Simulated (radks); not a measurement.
Results of a calculation; reference values are marked as such.
Problem. These are the eigenvalues of the occupied orbitals of an atom or ion with whole-number occupations (eV). Code: a radial shooting solver on a logarithmic mesh with Libxc functionals. Model: scalar-relativistic Kohn-Sham, Slater X-alpha with alpha = 0.851, spin-unpolarised, spherical densities, point nucleus.

| orbital | eigenvalue |
|---|---|
| 1s | -31732.05 |
| 2s | -4894.740 |
| 2p | -4403.312 |
| 3s | -987.7356 |
| 3p | -827.2217 |
| 3d | -583.5751 |
| 4s | -178.0959 |
| 4p | -127.9249 |
| 4d | -54.4147 |
| 5s | -24.8005 |
| 5p | -14.6021 |

Which element is it, and in what charge state? The configuration may be excited.

Solution. Z = 52, tellurium, charge +1: Te+ in [Kr] 4d10 5s2 5p3. The list shows which subshells hold electrons but not how many an open one holds; the 1s level, -1166.1 hartree, gives Z - s = 48.3 by -(Z - s)^2/2, which with screening and relativity narrows Z to a few neighbours, and the depths of the outer levels then fix element, charge and occupations together.
